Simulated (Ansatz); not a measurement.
Input file for Ansatz (a program for electronic structure): U-PBE/def2-TZVPP on C2H4N (SMILES [CH]=NC), 2S+1 = 2, atoms moved off the minimum.

Ansatz 0.2 input:
```yaml
crystal:
  periodic: [false, false, false]
  atoms:
    - {symbol: C, position_ang: [1.33574656, -0.15820988, -0.20355743]}
    - {symbol: N, position_ang: [0.11799098, -0.39380246, -0.26186678]}
    - {symbol: C, position_ang: [-1.04461916, 0.31632761, 0.22402555]}
    - {symbol: H, position_ang: [1.83630073, 0.67492905, 0.39755536]}
    - {symbol: H, position_ang: [-1.70624795, 0.59875632, -0.61574459]}
    - {symbol: H, position_ang: [-1.63096635, -0.44945701, 0.84998227]}
    - {symbol: H, position_ang: [-0.75978070, 1.14754768, 0.84586826]}
basis:
  gaussian:
    orbitals: def2-TZVPP
hamiltonian:
  xc: {name: PBE}
magnetization: {spin_polarized: true, initial_magnetization: 1}
output: {forces: true}
```

Task: Predict the final total energy.

Result: -133.1471 hartree.
